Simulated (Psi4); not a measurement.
neopentasilane (H$_{12}$Si$_{5}$), singlet, geometry from GFN2-xTB; BLYP/STO-3G run with Psi4.

The Psi4 input:
```
memory 2 GB

molecule {
0 1
  Si   -0.39987379   -0.88118962   -2.13497317
  Si    0.00008728    0.00003811   -0.00007686
  Si   -0.01936908    2.34160751   -0.10489889
  Si   -1.67154749   -0.72989766    1.47203667
  Si    2.09073072   -0.73054627    0.76788792
  H    -1.68998104   -0.45654750   -2.68313463
  H    -0.41130091   -2.34577006   -2.14253522
  H     0.61550825   -0.47256910   -3.10822246
  H     0.23433488    2.96233684    1.19721786
  H    -1.30379917    2.87015447   -0.56972258
  H     0.99732510    2.86932833   -1.01760325
  H    -3.00679306   -0.28341603    1.06836245
  H    -1.73661000   -2.19012134    1.56527369
  H    -1.46866158   -0.23902180    2.83697536
  H     2.17817573   -2.19028969    0.84962613
  H     3.18787523   -0.30048259   -0.10188489
  H     2.40353971   -0.22377048    2.10598823
}

set basis sto-3g
set scf_type pk
set puream true
set d_convergence 1e-8
set dft_radial_points 99
set dft_spherical_points 590

energy('blyp')
print_variables()
```

Question: Predict the main parts of the log of this Psi4 run.

Answer: 
```
   => Loading Basis Set <=

    Name: STO-3G
    Role: ORBITAL
    Keyword: BASIS

         ---------------------------------------------------------
                                   SCF
               by Justin Turney, Rob Parrish, Andy Simmonett
                          and Daniel G. A. Smith
                              RKS Reference
         ---------------------------------------------------------

  ==> Geometry <==

    Molecular point group: c1
    Full point group: C1

    Geometry (in Angstrom), charge = 0, multiplicity = 1:

       Center              X                  Y                   Z               Mass
    ------------   -----------------  -----------------  -----------------  -----------------
         SI          -0.399876312692    -0.881190721534    -2.134970950458    27.976926534650
         SI           0.000084757308     0.000037008466    -0.000074640458    27.976926534650
         SI          -0.019371602692     2.341606408466    -0.104896670458    27.976926534650
         SI          -1.671550012692    -0.729898761534     1.472038889542    27.976926534650
         SI           2.090728197308    -0.730547371534     0.767890139542    27.976926534650
         H           -1.689983562692    -0.456548601534    -2.683132410458     1.007825032230
         H           -0.411303432692    -2.345771161534    -2.142533000458     1.007825032230
         H            0.615505727308    -0.472570201534    -3.108220240458     1.007825032230
         H            0.234332357308     2.962335738466     1.197220079542     1.007825032230
         H           -1.303801692692     2.870153368466    -0.569720360458     1.007825032230
         H            0.997322577308     2.869327228466    -1.017601030458     1.007825032230
         H           -3.006795582692    -0.283417131534     1.068364669542     1.007825032230
         H           -1.736612522692    -2.190122441534     1.565275909542     1.007825032230
         H           -1.468664102692    -0.239022901534     2.836977579542     1.007825032230
         H            2.178173207308    -2.190290791534     0.849628349542     1.007825032230
         H            3.187872707308    -0.300483691534    -0.101882670458     1.007825032230
         H            2.403537187308    -0.223771581534     2.105990449542     1.007825032230

  Running in c1 symmetry.

  Rotational constants: A =      0.03422  B =      0.03422  C =      0.03422 [cm^-1]
  Rotational constants: A =   1025.86835  B =   1025.86835  C =   1025.78077 [MHz]
  Nuclear repulsion =  496.608174017218289

  Charge       = 0
  Multiplicity = 1
  Electrons    = 82
  Nalpha       = 41
  Nbeta        = 41

  ==> Algorithm <==

  SCF Algorithm Type is PK.
  DIIS enabled.
  MOM disabled.
  Fractional occupation disabled.
  Guess Type is SAD.
  Energy threshold   = 1.00e-06
  Density threshold  = 1.00e-08
  Integral threshold = 1.00e-12

  ==> Primary Basis <==

  Basis Set: STO-3G
    Blend: STO-3G
    Number of shells: 37
    Number of basis functions: 57
    Number of Cartesian functions: 57
    Spherical Harmonics?: true
    Max angular momentum: 1

  ==> DFT Potential <==

   => LibXC <=

    Version 7.1.2
    S. Lehtola, C. Steigemann, M. J. T. Oliveira, and M. A. L. Marques,  SoftwareX 7, 1–5 (2018) (10.1016/j.softx.2017.11.002)

   => Composite Functional: BLYP <=

    BLYP GGA Exchange-Correlation Functional

    P.J. Stephens et. al., J. Phys. Chem., 98, 11623-11627, 1994
    B. Miehlich et. al., Chem. Phys. Lett., 157(3), 200-206 1989

    Deriv               =              1
    GGA                 =           TRUE
    Meta                =          FALSE

    Exchange Hybrid     =          FALSE
    MP2 Hybrid          =          FALSE

   => Exchange Functionals <=

    1.0000     XC_GGA_X_B88

   => Correlation Functionals <=

    1.0000     XC_GGA_C_LYP

   => LibXC Density Thresholds  <==

    XC_GGA_C_LYP:  1.00E-14
    XC_GGA_X_B88:  1.00E-15

   => Molecular Quadrature <=

[...]

  Using in-core PK algorithm.
   Calculation information:
      Number of atoms:                  17
      Number of AO shells:              37
      Number of primitives:            111
      Number of atomic orbitals:        57
      Number of basis functions:        57

      Integral cutoff                 1.00e-12
      Number of threads:                 1

  Performing in-core PK
  Using 2734062 doubles for integral storage.
  We computed 188094 shell quartets total.
  Whereas there are 247456 unique shell quartets.

  ==> DiskJK: Disk-Based J/K Matrices <==

    J tasked:                  Yes
    K tasked:                   No
    wK tasked:                  No
    Schwarz Cutoff:          1E-12

  Minimum eigenvalue in the overlap matrix is 2.8404226651E-01.
  Reciprocal condition number of the overlap matrix is 1.4275042350E-01.
    Using symmetric orthogonalization.

  ==> Pre-Iterations <==

  SCF Guess: Superposition of Atomic Densities via on-the-fly atomic UHF (no occupation information).

   -------------------------
    Irrep   Nso     Nmo
   -------------------------
     A         57      57
   -------------------------
    Total      57      57
   -------------------------

  ==> Iterations <==

                        Total Energy        Delta E     RMS |[F,P]|

   @RKS iter SAD: -1434.33504713336856   -1.43434e+03   0.00000e+00
   @RKS iter   1: -1437.61066414792481   -3.27562e+00   6.62458e-03 ADIIS/DIIS
   @RKS iter   2: -1437.60323844268464    7.42571e-03   6.61739e-03 ADIIS/DIIS
   @RKS iter   3: -1437.72275260310903   -1.19514e-01   6.51927e-04 ADIIS/DIIS
   @RKS iter   4: -1437.72382082809600   -1.06822e-03   2.24344e-04 ADIIS/DIIS
   @RKS iter   5: -1437.72395647068743   -1.35643e-04   5.61738e-06 DIIS
   @RKS iter   6: -1437.72395657318248   -1.02495e-07   1.15670e-07 DIIS
   @RKS iter   7: -1437.72395657322068   -3.81988e-11   1.26569e-08 DIIS
   @RKS iter   8: -1437.72395657322500   -4.32010e-12   5.38447e-09 DIIS
  Energy and wave function converged.

  ==> Post-Iterations <==

   Electrons on quadrature grid:
      Ntotal   =   82.0000027780 ; deviation = 2.778e-06

    Orbital Energies [Eh]
    ---------------------

    Doubly Occupied:

[...]
    Virtual:

[...]
      57A      0.353728

    Final Occupation by Irrep:
              A
    DOCC [    41 ]
    NA   [    41 ]
    NB   [    41 ]

  @RKS Final Energy: -1437.72395657322500

   => Energetics <=

    Nuclear Repulsion Energy =            496.6081740172182890
    One-Electron Energy =               -2990.2578740276735516
    Two-Electron Energy =                1164.9526020825890100
    DFT Exchange-Correlation Energy =    -109.0268586453584732
    Empirical Dispersion Energy =           0.0000000000000000
    VV10 Nonlocal Energy =                  0.0000000000000000
    Total Energy =                      -1437.7239565732249957

Computation Completed

Properties will be evaluated at   0.000000,   0.000000,   0.000000 [a0]

Properties computed using the SCF density matrix

 Multipole Moments:

 ------------------------------------------------------------------------------------
     Multipole            Electronic (a.u.)      Nuclear  (a.u.)        Total (a.u.)
 ------------------------------------------------------------------------------------

 L = 1.  Multiply by 2.5417464519 to convert [e a0] to [Debye]
 Dipole X            :          0.0005756           -0.0003907            0.0001849
 Dipole Y            :          0.0002531           -0.0001706            0.0000825
 Dipole Z            :         -0.0005053            0.0003441           -0.0001613
 Magnitude           :                                                    0.0002588

 ------------------------------------------------------------------------------------

  Variable Map:
  ----------------------------------------------------------------------------
[...]
  Array Variable Map:
  ----------------------------------------------------------------------------
[...]
[...]
```
